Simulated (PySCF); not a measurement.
Geometry (Å), atoms numbered from 1 in this order:
```xyz
22

C    -3.1070   -0.0309   -0.3865
C    -2.5810    0.4352    0.9625
C    -1.0724    0.6930    0.9905
Si    0.0227   -0.8105    0.6623
P     2.1469   -0.2688    1.2367
Si    3.1738   -1.9903    0.2010
Si    2.4822    1.2631   -0.3873
H    -4.1993   -0.1627   -0.3662
H    -2.6662   -0.9947   -0.6889
H    -2.8726    0.6976   -1.1797
H    -3.1049    1.3611    1.2559
H    -2.8380   -0.3094    1.7359
H    -0.8040    1.4768    0.2591
H    -0.7695    1.0859    1.9765
H    -0.0431   -1.2633   -0.7647
H    -0.3902   -1.9585    1.5298
H     2.8080   -2.1099   -1.2458
H     2.7891   -3.2518    0.9031
H     4.6510   -1.7965    0.3098
H     1.9401    0.8346   -1.7159
H     3.9509    1.5043   -0.5181
H     1.8130    2.5372    0.0142
```

Geometry: PBE0-D3(BJ)/def2-SVP; GIAO shifts from PySCF, gas phase, non-relativistic, averaged over equivalent atoms.

At PBE0/pcSseg-1 (222 basis functions, 44 s wall time on 1 thread of an Arm Neoverse V2, shared host):
| atoms | δ (ppm) |
| --- | --- |
| C2 | 22.6 |
| C1 | 16.8 |
| C3 | 15.9 |
| Si4 | -28.5 |
| Si6/Si7 | -66.7 |
| P5 | -372.9 |
| H15/H16 | 4.25 |
| H17/H18/H19/H20/H21/H22 | 4.05 |
| H11/H12 | 1.57 |
| H8/H9/H10 | 0.93 |
| H13/H14 | 0.88 |

Chemical shifts δ = σref − σ; TMS for ¹³C (σ = 184.41 ppm) and ²⁹Si (σ = 351.99 ppm) and ¹H (σ = 31.27 ppm); ³¹P (σ = 310.13 ppm) vs H3PO4, all at this level.

Problem. Predict the values at B97-2/pcSseg-1 on the same geometry.

Solution. 
| atoms | δ at B97-2/pcSseg-1 | change |
| --- | --- | --- |
| C2 | 23.2 | +0.6 |
| C1 | 17.2 | +0.4 |
| C3 | 15.9 | +0.0 |
| Si4 | -27.1 | +1.4 |
| Si6/Si7 | -64.0 | +2.7 |
| P5 | -362.5 | +10.4 |
| H15/H16 | 4.17 | -0.08 |
| H17/H18/H19/H20/H21/H22 | 3.97 | -0.08 |
| H11/H12 | 1.58 | +0.01 |
| H8/H9/H10 | 0.95 | +0.02 |
| H13/H14 | 0.88 | +0.00 |

Chemical shifts δ = σref − σ; ¹³C (σref 183.69) and ²⁹Si (σref 357.41) and ¹H (σref 31.38) against TMS; H3PO4 for ³¹P (σref 316.18), all at this level.

The largest change is at P5 (phosphorus bonded to 3 Si). Cost: 222 basis functions, 42 s wall time on 1 thread of an Arm Neoverse V2, shared host. The order of the carbon signals is the same at both levels.

Experimental scales use liquid or dissolved standards, which lie at an offset from isolated H3PO4.
